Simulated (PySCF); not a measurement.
Molecule: `CCCCCCO`, C₆H₁₄O.

Geometry (Å), atoms numbered from 1 in this order:
```xyz
21

C    -3.484   -0.039    0.176
C    -2.126    0.544   -0.176
C    -0.962   -0.362    0.201
C     0.403    0.214   -0.149
C     1.564   -0.693    0.229
C     2.926   -0.113   -0.112
O     3.988   -0.979    0.185
H    -3.569   -0.228    1.259
H    -4.305    0.637   -0.108
H    -3.652   -1.000   -0.337
H    -2.082    0.757   -1.259
H    -2.000    1.521    0.323
H    -1.084   -1.341   -0.298
H    -1.002   -0.575    1.284
H     0.442    0.425   -1.233
H     0.523    1.193    0.349
H     1.467   -1.670   -0.274
H     1.526   -0.903    1.315
H     2.983    0.086   -1.195
H     3.045    0.871    0.389
H     3.957   -1.170    1.128
```

Geometry PBE0-D3(BJ)/def2-SVP throughout; GIAO in PySCF, gas phase, one conformer, non-relativistic; equivalent atoms averaged; basis pcSseg-1.

(1) How do the absolute shieldings σ depend on the functional? (a selection of nuclei; ppm; last column core-seconds on shared hosts with different chips, so compare them loosely; the GGAs took longer than the global hybrids here, which isn't the general rule, and the cause wasn't traced)

(2) Which nucleus among those listed moves most, in ppm?

## Answers

(1) 
```csv
functional,kind,C2,C1,O7,H19/H20,H17/H18,H13/H14,H15/H16,H8/H9/H10,H21,core-s
PBE,GGA,150.9,163.0,280.2,27.50,29.83,30.03,30.14,30.18,31.80,36
OPBE,GGA,157.6,168.2,283.6,27.64,29.90,30.10,30.22,30.24,31.83,37
KT2,GGA,154.4,166.3,279.1,27.53,29.85,30.02,30.14,30.16,31.78,59
B97-D,GGA,149.8,161.4,279.6,27.74,30.04,30.23,30.35,30.37,31.91,56
B3LYP,global hybrid,150.4,161.9,285.0,27.81,30.05,30.26,30.39,30.35,31.79,27
PBE0,global hybrid,157.3,167.8,291.4,27.74,29.96,30.18,30.31,30.26,31.67,26
mPW1PW91,global hybrid,156.5,166.8,290.7,27.81,30.01,30.24,30.37,30.31,31.71,26
CAM-B3LYP,range-separated hybrid,155.1,165.9,293.6,27.79,30.00,30.24,30.38,30.30,31.65,42
```

(2) O7 (alcohol oxygen): from 279.1 ppm with KT2 to 293.6 ppm with CAM-B3LYP. The smallest spread is 0.21 ppm, at H8/H9/H10. Proton shifts span only some 12 ppm, so a few tenths of a ppm matter as much there as several ppm in carbon.
